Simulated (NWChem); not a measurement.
# C$_{3}$H$_{4}$ClF; SMILES C(=C\Cl)(/F)C

Results from NWChem. Structure relaxed at the PBE0/def2-SVP level. Field at 589 nm.

Predict the results for B3LYP/def2-SVPD. Quantities: isotropic polarisability (bohr³); anisotropy (bohr³).


```json
{
 "isotropic polarisability (bohr³)": "55.1",
 "anisotropy (bohr³)": "29.7"
}
```
